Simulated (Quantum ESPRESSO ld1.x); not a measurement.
Q: Cr II, configuration [Ar] 3d5. Method: scalar-relativistic Kohn-Sham, LDA (Slater exchange, Perdew-Zunger correlation), spin-polarised, spherical densities, point nucleus, Latter tail correction; open shells are filled with parallel spins first; computed with ld1.x of Quantum ESPRESSO 7.5. Some entries of the table are withheld. Estimate them.

| orbital | occ. | eigenvalue (eV) | <1/r> (bohr^-1) |
|---|---|---|---|
| 1s up | 1 | -5874.72 | 23.84 |
| 1s down | 1 | -5874.72 | 23.84 |
| 2s up | 1 | -674.038 | 5.035 |
| 2s down | 1 | -672.355 | 5.043 |
| 2p up | 3 | -568.710 | 4.944 |
| 2p down | 3 | -567.404 | 4.952 |
| 3s up | 1 | (1) | 1.568 |
| 3s down | 1 | (2) | 1.561 |
| 3p up | 3 | -55.0679 | 1.429 |
| 3p down | 3 | -51.1259 | 1.419 |
| 3d up | 5 | (3) | 0.9864 |
| 3d down | 0 | (4) | 0.8505 |

A: 
(1) 3s up eigenvalue (eV): -83.3010
(2) 3s down eigenvalue (eV): -79.2485
(3) 3d up eigenvalue (eV): -12.7343
(4) 3d down eigenvalue (eV): -9.8552
